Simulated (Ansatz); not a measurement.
Si-C bond lengths (Å) of neutral closed-shell molecules, written as SMILES: in each the longest such bond at B3LYP-D3(BJ)/def2-TZVP (Ansatz, a first-principles code), beside the same bond after optimisation at HF/6-31G* (Ansatz) from that structure, whose symmetry is kept, so that a structure may be a saddle point there. 6-31G* holds six Cartesian d functions. B3LYP-D3(BJ)/def2-TZVP serves to compare with and is no measurement.

The rows were drawn at random among computed neutral closed-shell members with both values; the withheld row is one of them. Species whose geometry shows other bonds than their SMILES are left out. Runs that failed or changed their bonding are left out, and none for the size of its difference.

```
species                                           HF/6-31G* (Ansatz) (x)  B3LYP-D3(BJ)/def2-TZVP (y)
------------------------------------------------  ----------------------  --------------------------
C([Si](N)(N)N)C                                                    1.889                       1.878
C[Si](C)(C)F [fluoro(trimethyl)silane]                             1.877                       1.865
C[SiH2]O[SiH2]C [methyl(methylsilyloxy)silane]                     1.876                       1.862
C=C[Si](O)(O)O [ethenyl(trihydroxy)silane]                         1.856                       1.849
C[SiH](OC[SiH3])C [dimethyl(silylmethoxy)silane]                   1.900                       1.891
C[Si](O[SiH2]Cl)(C)C                                               1.880                       1.869
```

**Question.** Fit y = a + b·x by least squares, and use it for C[SiH](C)[SiH3], where HF/6-31G* (Ansatz) gives 1.897 Å.

**Answer.** Means: x 1.87967, y 1.86900. Sums about the means: Sxx 0.0010813, Sxy 0.001041. Slope b = Sxy/Sxx = 0.9627, intercept a = mean y - b·mean x = 0.0594; the rows scatter about the line by 0.0022 (root mean square), r² = 0.97. A constant shift would give 1.886 Å. Prediction for C[SiH](C)[SiH3]: 1.886 Å. The length at B3LYP-D3(BJ)/def2-TZVP is 1.882 Å, so the fit misses by +0.004 Å, against +0.015 Å without it. The fit is meant for species like these alone.
